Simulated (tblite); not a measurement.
Species: C₄H₁₀PSSi (doublet state).
Cartesian coordinates in Å at the GFN2-xTB level; atoms count from 1:
```xyz
17
C4H10PSSi angstrom
C      3.2967    0.1034    0.7472
C      2.8612    1.0012   -0.0328
S      1.0807    1.3163   -0.4880
Si    -0.0570   -0.2028    0.5315
P      1.0016   -2.1863    0.5801
C     -1.7428   -0.2378   -0.3598
C     -2.4005    1.1352   -0.4194
H      3.0691   -0.7095    1.3915
H      3.4262    1.7426   -0.5686
H     -0.1970    0.2207    1.9299
H     -0.1051   -2.9277    0.2157
H      1.4694   -2.1281   -0.7206
H     -1.6194   -0.6204   -1.3756
H     -2.3996   -0.9362    0.1614
H     -1.7666    1.8354   -0.9584
H     -3.3616    1.0798   -0.9269
H     -2.5622    1.5262    0.5818
```

The geometry is computed with GFN2-xTB (gas phase). This method treats the open shell by occupation alone, without spin polarisation.

Masses are those of the commonest isotopes; rigid-rotor values at the optimised geometry. The values belong to one conformer with, in the numbering `[H]/[C:1]=[CH:2]\[S:3][Si@H:4]([PH2:5])[CH2:6][CH3:7]`, C1–C2–S3–Si4 -2°, C2–S3–Si4–P5 -37°, S3–Si4–P5–H -134° and -41°, S3–Si4–C6–C7 -54°.

(1) Give the principal moments of inertia and the rotational constants in GHz.

(2) Classify the top.

(3) Is it planar, by Δ = Ic − Ia − Ib?

(4) Give the other two planar moments, Paa and Pbb, and the rms extents of the mass along the axes.

(5) Where do the levels up to J = 3 lie, in MHz?

(6) Estimate the classical rotational partition function at 25 K, 50 K and 200 K.

Answers

(1) Ia = 294.02, Ib = 438.37, Ic = 689.89 u·Å²; 505379 MHz·u·Å²/I gives 1719, 1153 and 732.6 MHz, that is A = 1.7189, B = 1.1529, C = 0.7326 GHz.

(2) An asymmetric top. Ray's parameter κ = (2B − A − C)/(A − C) = -0.148; −1 is the prolate and +1 the oblate limit.

(3) Not planar: Δ = Ic − Ia − Ib = -42.50 u·Å². For a rigid frame Δ = −2 Σ m c², so Σ m c² = 21.25 u·Å² lies off the ab plane: 10.40 from hydrogen and 10.85 from heavier atoms. The atom farthest from that plane is 1.90 Å away.

(4) Paa = Σ m a² = (Ib + Ic − Ia)/2 = 417.12 and Pbb = Σ m b² = (Ia + Ic − Ib)/2 = 272.77 u·Å². With the mass M = 149.00 u, the rms extents √(P/M) along a, b and c are 1.67, 1.35, 0.38 Å.

(5) Above 0(0,0):
J = 1: 1(0,1) 1885, 1(1,1) 2451, 1(1,0) 2872
J = 2: 2(0,2) 5494, 2(1,2) 5802, 2(1,1) 7063, 2(2,1) 8761, 2(2,0) 8923
J = 3: 3(0,3) 10615, 3(1,3) 10740, 3(1,2) 13219, 3(2,2) 14417, 3(2,1) 15114, 3(3,1) 18386, 3(3,0) 18429
Those of J = 1 are B + C, A + C and A + B.

(6) Point group C1, symmetry number σ = 1; q = (√π/σ)·√((kT/h)³/(ABC)), k/h = 20836.6 MHz/K: 17500 at 25 K, 49500 at 50 K, 396000 at 200 K.

For this open shell read J as N, the rotation without spin; fine and hyperfine splittings come on top. Its GFN2-xTB frequencies are all real (lowest 30 cm⁻¹). These are rigid-rotor constants of the computed structure; measured ground-state constants (B0) also hold zero-point vibration.

Hardware: one thread of an Arm Neoverse V2, shared host with 96 logical CPUs at a one-minute load of 70. Cost: 1.2 s wall. This is the geometry optimisation.
